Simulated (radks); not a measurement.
The numbers below are computed, except where a source is named.
Species: the arsenic ion As3+. Configuration: [Ar] 3d9 4s1 4p2 (not the ground configuration).

Code: a radial shooting solver on a logarithmic mesh with Libxc functionals. Model: Dirac Kohn-Sham, LDA (Slater exchange, Perdew-Wang correlation), spin-unpolarised, spherical densities, finite nucleus; open shells are shared between the two j in proportion to 2j + 1; Fermi nuclear charge, rms radius 4.0968 fm.

Energy parts (eV):
part                       energy
total                  -61325.058
kinetic                 62690.438
electron-nucleus      -146711.427
Hartree                 24843.930
exchange-correlation    -2147.999

Orbitals (lengths in bohr, moments of r in powers of bohr; <r^-3> diverges for s and p1/2):
1s1/2: occ. 2; eigenvalue (eV) -11745.99; <r> 0.04556
2s1/2: occ. 2; eigenvalue (eV) -1535.568; <r> 0.2028
2p1/2: occ. 2; eigenvalue (eV) -1378.794; <r> 0.1748
2p3/2: occ. 4; eigenvalue (eV) -1342.314; <r> 0.1785; <r^-3> 1063
3s1/2: occ. 2; eigenvalue (eV) -238.1463; <r> 0.5943
3p1/2: occ. 2; eigenvalue (eV) -185.3137; <r> 0.6029
3p3/2: occ. 4; eigenvalue (eV) -180.1489; <r> 0.6131; <r^-3> 151.7
3d3/2: occ. 3.6; eigenvalue (eV) -89.1973; <r> 0.6441; <r^-3> 18.46
3d5/2: occ. 5.4; eigenvalue (eV) -88.4145; <r> 0.6480; <r^-3> 17.92
4s1/2: occ. 1; eigenvalue (eV) -49.2981; <r> 1.665
4p1/2: occ. 0.666667; eigenvalue (eV) -37.2254; <r> 1.881
4p3/2: occ. 1.33333; eigenvalue (eV) -36.6593; <r> 1.906; <r^-3> 16.76

The highest occupied level is 4p3/2 at -36.659 eV. The density falls to 0.001 e/bohr^3 at r = 3.40 bohr.
